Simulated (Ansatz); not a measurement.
A geometry relaxed with PBE0-D3(BJ)/def2-TZVP (Ansatz, a first-principles code), charge 0, multiplicity 1:

```xyz
8

H     -0.8604    -2.0201     0.3202
H     -1.3934     1.6697    -0.1893
C      2.3227     0.7522    -0.1912
C     -1.4184    -1.0985     0.2083
H     -2.4975    -1.1827     0.2594
Si    -0.6598     0.4002    -0.0338
H      3.3791     0.8843    -0.2476
C      1.1276     0.5948    -0.1260
```

Task: Write the SMILES of this molecule.

Result: `C#C[SiH]=C`
